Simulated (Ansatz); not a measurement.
Species: H3BSO2, charge 0, singlet. H3BSO2 (borothioic acid, SMILES OB(O)S).
B3LYP-D3(BJ)/def2-TZVP minimum from Ansatz (a quantum-chemistry and plane-wave program):
```xyz
7

B     -0.3463     0.2490    -0.1448
O     -1.5156    -0.3806    -0.4688
H     -2.2313     0.1845    -0.7737
O     -0.1214     1.5967    -0.2200
H     -0.8616     2.1282    -0.5294
S      1.0022    -0.8400     0.4324
H      1.8853     0.1534     0.6190
```

Quantity: atomisation energy (electronic, to ground-state atoms), in kcal/mol. Radicals and triplets start from unrestricted determinants; spin-orbit coupling is neglected. CBS(X,Y): correlation extrapolated as X^-3, Hartree-Fock from the larger set. A bracket is a step between two methods taken in the basis named. Functionals run without relativity, which enters their misses. Double hybrids freeze cores in their MP2 part. '+ core + X2C': CCSD(T) terms for core correlation (cc-pwCVTZ, 1s frozen past Ne) and scalar relativity (cc-pVTZ-DK). For partners of very few electrons the exact lower level stands in for a higher one.

CCSD(T)/CBS(cc-pV(T+d)Z,cc-pV(Q+d)Z) + [CCSDT(Q) - CCSD(T)]/cc-pV(D+d)Z + core + X2C (Ansatz) gives 668.0 kcal/mol.

Problem. What does PBE/def2-TZVPD (Ansatz) give here, and how do the other levels compare?

Solution. PBE gives 677.4 kcal/mol, 9.4 kcal/mol above it. Differences of the others: r2SCAN/def2-TZVPD (Ansatz) -0.2; B3LYP/def2-TZVPD (Ansatz) -11.3; PBE0/def2-TZVPD (Ansatz) -7.9; wB97M-V/def2-TZVPD (Ansatz) -0.1; B2PLYP/def2-TZVPD (Ansatz) -12.5; CCSD(T)/CBS(cc-pV(T+d)Z,cc-pV(Q+d)Z) + core + X2C (Ansatz) -0.7 kcal/mol. Nearer than PBE: r2SCAN/def2-TZVPD, PBE0/def2-TZVPD, wB97M-V/def2-TZVPD, CCSD(T)/CBS(cc-pV(T+d)Z,cc-pV(Q+d)Z) + core + X2C.
